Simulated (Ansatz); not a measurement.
Molecule: PbS, net charge 0, singlet state. 
Geometry from a B3LYP-D3(BJ)/def2-TZVP (Ansatz, a program for electronic structure) optimisation:
```xyz
2

Pb     0.0000     0.0000    -0.3764
S      0.0000     0.0000     1.9291
```

Basis-set convergence of Hartree-Fock and CCSD correlation energies (hartree) with Ansatz. Cores are frozen in the correlated levels unless marked. No spin-orbit coupling. The frozen core is the preceding noble-gas configuration, with the filled d and f shells of earlier blocks. Past Kr the def2 sets carry scalar-relativistic core potentials.

The T1 diagnostic of CCSD in the largest basis is 0.028, which is high, so the coupled-cluster rows are less sure than usual.

```
basis        functions       E(HF)  E(corr, CCSD)
-----------  ---------  ----------  -------------
def2-SVPD           59  -589.27891       -0.21345
def2-TZVPPD        107  -589.41612       -0.25974
def2-QZVPPD        167  -589.42757       -0.27592
```

Extrapolating the two largest sets (X = 3 and 4) as X^-3: E(corr) = (64·(-0.27592) - 27·(-0.25974))/37 = -0.2877 Eh, an estimate of the basis-set limit. The largest set recovers 95.9 % of it, the smallest 74.2 %.
